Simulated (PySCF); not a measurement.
From one molecule to another.

First species: C₇H₅Cl.
Bonds: Cl1–C2, C2–C3 (aromatic), C3–C4 (aromatic), C4–C5 (aromatic), C5–C6 (aromatic), C6–C7 (aromatic), C6–C8, C2–C7 (aromatic), C5–C8. Hydrogens: H9 on C3; H10 on C4; H11 on C7; H12, H13 on C8.

Second species: C5H5PS.
SMILES: `C=Cc1pccs1`

Levels: CAM-B3LYP/def2-SVPD for dipole moment, HOMO energy, LUMO energy, HOMO–LUMO gap, static isotropic polarisability and electronic spatial extent ⟨r²⟩ about the centre of nuclear charge; TDDFT CAM-B3LYP/def2-SVPD for lowest singlet excitation; TDA CAM-B3LYP/def2-SVPD for lowest triplet excitation (Tamm–Dancoff); GFN2-xTB for rotational constant A and rotational constant C. Geometries: GFN2-xTB. Each structure is a single optimised conformer of the isolated species, non-relativistic unless stated; the electronic structure was computed with PySCF and density fitting.

Dipoles, sizes and rotational constants follow the conformer. The torsions of the flexible species, by atom-mapped SMILES:
- `[CH2:1]=[CH:2][c:3]1[p:4][cH:5][cH:6][s:7]1`: C1–C2–C3–P4 180°

Values for the first species:

| Quantity | Value |
| --- | --- |
| Dipole moment | 1.98 D |
| HOMO energy | -8.05 eV |
| LUMO energy | 0.32 eV |
| HOMO–LUMO gap | 8.37 eV |
| Lowest singlet excitation | 5.12 eV |
| Lowest triplet excitation (Tamm–Dancoff) | 3.89 eV |
| Static isotropic polarisability | 90.3 au |
| Electronic spatial extent ⟨r²⟩ about the centre of nuclear charge | 1132 bohr² |
| Rotational constant A | 4.922 GHz |
| Rotational constant C | 0.958 GHz |

Task: Estimate the same properties for the second species, and the change in each.

Result: 
```json
{"property": "dipole moment", "first": "1.98 D", "second": "1.08 D", "second less first": "-0.90 D"}
{"property": "HOMO energy", "first": "-8.05 eV", "second": "-7.56 eV", "second less first": "+0.49 eV"}
{"property": "LUMO energy", "first": "0.32 eV", "second": "-0.99 eV", "second less first": "-1.31 eV"}
{"property": "HOMO–LUMO gap", "first": "8.37 eV", "second": "6.57 eV", "second less first": "-1.80 eV"}
{"property": "lowest singlet excitation", "first": "5.12 eV", "second": "4.10 eV", "second less first": "-1.02 eV"}
{"property": "lowest triplet excitation (Tamm–Dancoff)", "first": "3.89 eV", "second": "2.32 eV", "second less first": "-1.57 eV"}
{"property": "static isotropic polarisability", "first": "90.3 au", "second": "104.8 au", "second less first": "+14.5 au"}
{"property": "electronic spatial extent ⟨r²⟩ about the centre of nuclear charge", "first": "1132 bohr²", "second": "1007 bohr²", "second less first": "-125 bohr²"}
{"property": "rotational constant A", "first": "4.922 GHz", "second": "3.238 GHz", "second less first": "-1.684 GHz"}
{"property": "rotational constant C", "first": "0.958 GHz", "second": "1.128 GHz", "second less first": "+0.170 GHz"}
```

On the first: S1 lies 3.25 eV below the HOMO–LUMO gap; its leading configuration is HOMO→LUMO, weight 0.77. The principal polarisabilities are 55.4, 91.3 and 124.3 au; their mean is the isotropic value.

On the second: A dipole of 1.08 D is allowed in Cs, and pure rotational transitions are dipole-allowed. The polarisability is 15.53 Å³ as a volume (1 au = 0.148185 Å³), or 1.59 au for each of the 66 electrons.
